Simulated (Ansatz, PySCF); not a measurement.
This Ansatz (a first-principles code) input computes a PBE/def2-TZVPD energy:

Ansatz 0.2 input:
```yaml
crystal:
  periodic: [false, false, false]
  atoms:
    - {symbol: Ga, position_ang: [1.06284164, -0.19159123, -0.35720940]}
    - {symbol: Br, position_ang: [-0.61806743, 1.64249970, -1.11577861]}
    - {symbol: Br, position_ang: [-0.32330659, -1.47280461, 1.43216408]}
basis:
  gaussian:
    orbitals: def2-TZVPD
hamiltonian:
  xc: {name: PBE}
total_charge: -1
output: {forces: true}
```

Task: Write an input for the same energy in PySCF and say what it gives.

Result: 
```python
from pyscf import gto, scf, dft

mol = gto.M(
    atom='''
    Ga    1.06284164   -0.19159123   -0.35720940
    Br   -0.61806743    1.64249970   -1.11577861
    Br   -0.32330659   -1.47280461    1.43216408
    ''',
    basis='def2-tzvpd',
    charge=-1,
    spin=0,
    verbose=4,
)

mf = dft.RKS(mol, xc='pbe').density_fit(auxbasis='def2-universal-jkfit')
mf.grids.level = 3
mf.conv_tol = 1e-9
mf.max_cycle = 100
mf.max_memory = 1500
mf.kernel()
if not mf.converged:
    mf = mf.newton()
    mf.kernel(mf.make_rdm1())
mf.analyze()
```
It gives -7072.30394 Eh, and Ansatz -7072.30382 Eh, a difference of 0.12 mEh, from the treatment of integrals and grids.
